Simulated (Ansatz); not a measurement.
Ideal-gas functions of AlFH$_{4}$OSi (`O[SiH](F)[AlH2]`) at 500 K and 1 bar, from an Ansatz frequency run at PBE0-D4/def2-TZVP.

Molar mass 94.1 g/mol, point group C1 (symmetry number 1), electronic degeneracy 1, moments of inertia 78.743, 187.331, 237.708 u Å². Harmonic wavenumbers (cm⁻¹, unscaled): 58, 117, 176, 254, 338, 383, 450, 555, 733, 778, 821, 842, 891, 940, 1913, 1927, 2175, 3898.

Use S(trans) = R[1.5 ln M + 2.5 ln T − 1.1517]; rotational temperatures θ = 24.2544 K / I; S(rot) = R[ln(√π/σ · √(T³/θAθBθC)) + 1.5]; for each mode x = 1.438777 ν̃/T, S = R[x/(eˣ − 1) − ln(1 − e⁻ˣ)] and H = RT x/(eˣ − 1); 1 cm⁻¹ = 0.0119627 kJ/mol; R = 8.31446 J/(mol·K).

By hand: the entropy, in J/(mol·K).

Translation 176.3. Rotation: θ = 0.308, 0.1295, 0.102 K, giving 117.6. Vibration, mode by mode: 23.21, 17.41, 14.06, 11.10, 8.87, 7.91, 6.72, 5.25, 3.50, 3.16, 2.86, 2.73, 2.44, 2.19, 0.22, 0.21, 0.12, 0.00, in all 112.0. Electronic 0.0. Sum 405.9 J/(mol·K).

By hand: H − E and G − E in kJ/mol, counted from the electronic energy.

Zero-point energy ½ × 17249 × 0.0119627 = 103.2; thermal vibration 28.0; translation, rotation and pV give 4 RT = 16.6. H − E = 147.8 kJ/mol, and G − E = 147.8 − 500 × 405.9/1000 = -55.1 kJ/mol.

Vibration gives 28 % of the entropy, 40.6 J/(mol·K) of it from the modes under 150 cm⁻¹: soft modes count most, and the harmonic formula is weakest for them. The sum counts one conformer and one mirror image; others add a mixing term.
